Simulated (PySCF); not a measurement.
Input for PySCF: R-M06-2X/6-31G* on C3H10OSi (SMILES CO[SiH](C)C).

```python
from pyscf import gto, scf, dft, mp
from pyscf.data.elements import chemcore

mol = gto.M(
    atom='''
    C     2.28771736   -0.36632266   -0.12929131
    O     0.98207900   -0.85579387    0.10947800
    Si   -0.39371642   -0.07761858   -0.37644795
    C    -1.81319375   -1.20528495    0.05051748
    C    -0.55726025    1.59085892    0.45587748
    H     2.44618140   -0.14551510   -1.19072028
    H     3.00186888   -1.13193888    0.17507803
    H     2.48654890    0.54219124    0.44871477
    H    -0.32239738    0.14238268   -1.84913493
    H    -1.86408653   -1.37235760    1.12850108
    H    -1.70184607   -2.17500469   -0.43744259
    H    -2.76300905   -0.77099042   -0.27008473
    H    -1.46985136    2.09514629    0.12804093
    H     0.28330204    2.24521053    0.21467267
    H    -0.60233671    1.48503712    1.54224137
    ''',
    basis='6-31g*',
    cart=True,
    charge=0, spin=0, verbose=3, max_memory=1800)
mf = dft.RKS(mol, xc='m062x')
mf.conv_tol = 1e-8
mf.max_cycle = 100
mf.kernel()
if not mf.converged:
    mf = mf.newton().run(mf.mo_coeff, mf.mo_occ)
```

Program output:

```
converged SCF energy = -484.958755261151
```

The run converged.

Cost: very roughly 19 core-seconds.
